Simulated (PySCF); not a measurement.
**Magnetic susceptibility: SMILES C([SiH2]S/C=C/B)#C, C4H7BSSi**

Cartesian coordinates in Å; atom numbers follow the order of the lines, from 1:
```xyz
14

B    -3.3273    0.7315   -0.2071
C    -1.8163    0.5320   -0.1320
C    -1.1308   -0.1973   -1.0287
S     0.5691   -0.5280   -1.0954
Si    1.4096    0.5310    0.6178
C     3.2034    0.1325    0.4915
C     4.3733   -0.1296    0.3982
H    -3.9397    0.2413   -1.0755
H    -3.8695    1.3756    0.6062
H    -1.2474    0.9891    0.6732
H    -1.6395   -0.6777   -1.8526
H     0.8387   -0.0374    1.8342
H     1.1795    1.9599    0.4310
H     5.3961   -0.3631    0.3170
```

Theory: GIAO KT3/pcSseg-1 magnetisability, rotational g tensor and spin-rotation constants, non-relativistic, gas phase in PySCF 2.14.0. Geometry: GFN2-xTB.

How diamagnetic is it, and how anisotropic?

Isotropic -1193 × 10⁻³⁰ J/T², or -71.9 × 10⁻⁶ cm³/mol; principal values -1392, -1167, -1020 × 10⁻³⁰ J/T², anisotropy 325 × 10⁻³⁰ J/T² (root of half the summed squared differences of the principal values). The susceptibility is in cgs units.

Split it along the inertial axes a, b, c into diamagnetic and paramagnetic parts about the centre of mass, with the quadrupole moment.


```
axis  χ (10⁻⁶ cm³/mol)  diamagnetic (10⁻⁶ cm³/mol)  paramagnetic (10⁻⁶ cm³/mol)  summed x² of all electrons (Å²)  quadrupole Θ (D Å)
   a             -69.4                      -324.0                        254.6                            358.2               +1.91
   b             -62.3                     -1585.1                       1522.7                             60.9               +0.56
   c             -83.9                     -1777.9                       1694.1                             15.5               -2.47
```
Anisotropies 2χaa − χbb − χcc = +7.4 and 2χbb − χaa − χcc = +28.6 × 10⁻⁶ cm³/mol. Θ is traceless in Buckingham's convention.

And the rotational g tensor?


| axis | rotational constant (GHz) | g | nuclear part | electronic part |
| --- | --- | --- | --- | --- |
| a | 5.6740 | -0.0911 | 0.5876 | -0.6787 |
| b | 0.7914 | -0.0150 | 0.5511 | -0.5661 |
| c | 0.7004 | -0.0056 | 0.5518 | -0.5574 |

Asymmetric top; isotopes 11B, 12C, 1H, 32S, 28Si; no vibrational averaging.
